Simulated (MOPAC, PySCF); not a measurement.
C10H9BO, SMILES `Bc1ccc2cccc(O)cc1-2`, neutral singlet in the gas phase. 

Cartesian coordinates (Å):
```xyz
21

B     -3.0558     0.7684    -0.0629
C     -1.9333    -0.2392    -0.0081
C     -2.0722    -1.6552     0.0529
C     -0.8353    -2.2871     0.0926
C      0.1708    -1.2957     0.0586
C      1.5446    -1.5245     0.0823
C      2.5800    -0.5910     0.0513
C      2.5242     0.7974    -0.0108
C      1.4082     1.6412    -0.0591
O      1.7151     2.9545    -0.1144
C      0.0554     1.2681    -0.0556
C     -0.5202     0.0109    -0.0055
H     -4.2088     0.3967    -0.0576
H     -2.8412     1.9632    -0.1133
H     -3.0377    -2.1650     0.0661
H     -0.6494    -3.3598     0.1417
H      1.8481    -2.5751     0.1317
H      3.5905    -1.0086     0.0798
H      3.4782     1.3317    -0.0251
H      0.9054     3.4759    -0.1456
H     -0.6666     2.0932    -0.0990
```
Charge 0, spin multiplicity 1.

All levels are single points at this geometry (PBE0-D3(BJ)/def2-SVP); Pople sets use spherical d functions. Orbital energies aren't observables, and empty levels follow the basis.

| level | HOMO (eV) | LUMO (eV) | gap (eV) | dipole (D) | vertical IE, Delta-SCF (eV) |
|---|---|---|---|---|---|
| PBE-D3(BJ)/def2-TZVP in PySCF | -5.17 | -3.19 | 1.98 | 2.99 | 7.44 |
| ωB97X-D3(BJ)/def2-TZVP in PySCF | -7.77 | -0.62 | 7.15 | 2.92 | 7.40 |
| B3LYP/3-21G in PySCF | -5.50 | -2.27 | 3.23 | 3.03 | – |
| B3LYP/6-311+G** in PySCF | -5.79 | -2.64 | 3.16 | 2.75 | – |
| B3LYP/6-31G* in PySCF | -5.43 | -2.21 | 3.22 | 2.89 | 7.17 |
| BP86/6-31G* in PySCF | -4.95 | -2.93 | 2.02 | 3.02 | – |
| M06-2X/6-31G* in PySCF | -6.56 | -1.46 | 5.10 | 2.71 | – |
| PBE/6-31G* in PySCF | -4.86 | -2.84 | 2.01 | 3.03 | 7.19 |
| SVWN5/6-31G* in PySCF | -5.04 | -3.05 | 2.00 | 3.03 | 7.43 |
| HF/3-21G in PySCF | -7.29 | 0.94 | 8.23 | 2.81 | – |
| HF/STO-3G in PySCF | -5.08 | 3.78 | 8.86 | 2.86 | – |
| AM1 in MOPAC | -8.03 | -1.34 | 6.69 | 2.19 | – |
| PM6 in MOPAC | -8.28 | -1.58 | 6.70 | 2.42 | – |
